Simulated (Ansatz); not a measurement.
`[CH3][GeH2][I]` + CH₃NH₂ → `C[NH][GeH2][CH3]` + HI at 600 K and 1 bar (ligand exchange at a Ge–I bond).

Program: Ansatz. Geometries: PBE0-D4/def2-TZVP. ΔE: electronic, gas phase. CCSD(T)/CBS adds triple-zeta CCSD(T) − MP2 to the extrapolated MP2 energy (def2 sets, frozen cores). def2 core potentials past Kr. For Ge, I outer-core shells are correlated without core-valence functions, which leaves a few kJ/mol of doubt a bond. Scalar relativity is left out up to krypton. Each species was taken in one conformer, which may not be the lowest.

```tsv
species	CCSD(T)/CBS energy (Eh)	H − E (kJ/mol)	S (J/(mol·K))
`[CH3][GeH2][I]`	-2414.65603	187.4	402.5
CH₃NH₂	-95.75281	199.3	283.8
`C[NH][GeH2][CH3]`	-2212.33836	345.3	450.6
HI	-298.03592	31.6	227.0
```

H − E and S are ideal-gas, rigid-rotor, harmonic terms from PBE0-D4/def2-TZVP, for one conformer and one mirror image of each species. 1 Eh = 2625.50 kJ/mol, R = 8.31446 J/(mol·K).

Problem. By hand: ΔE, ΔH, ΔS and ΔG.

Solution. ΔE = (-2212.33836) + (-298.03592) − (-2414.65603) − (-95.75281) = 0.03456 Eh = 90.7 kJ/mol. Δ(H − E) = 345.3 + 31.6 − 187.4 − 199.3 = -9.8, so ΔH = 80.9 kJ/mol. ΔS = 450.6 + 227.0 − 402.5 − 283.8 = -8.7 J/(mol·K). ΔG = 80.9 − 600 × (-8.7)/1000 = 86.1 kJ/mol.

Problem. By hand: the equilibrium constant, and the temperature at which ΔG would vanish if ΔH and ΔS stayed fixed.

Solution. log₁₀ K = −ΔG/(RT ln 10) = -7.5. ΔH and −TΔS have one sign here, so there is no such temperature.

The number of gas molecules stays the same, so ΔS is small and ΔH decides. A doubt of 5 kJ/mol in ΔE shifts log₁₀ K by 0.4 here. Other conformers and mirror images would add mixing entropy, several J/(mol·K) or more a flexible species. These are equilibria of isolated gas molecules and say nothing of rates. Largest T1 diagnostic: 0.010 (customary marks: 0.02 for closed shells, 0.045 for open ones).

ΔS is within the doubt of such terms, so its sign, and with it that verdict, could turn.
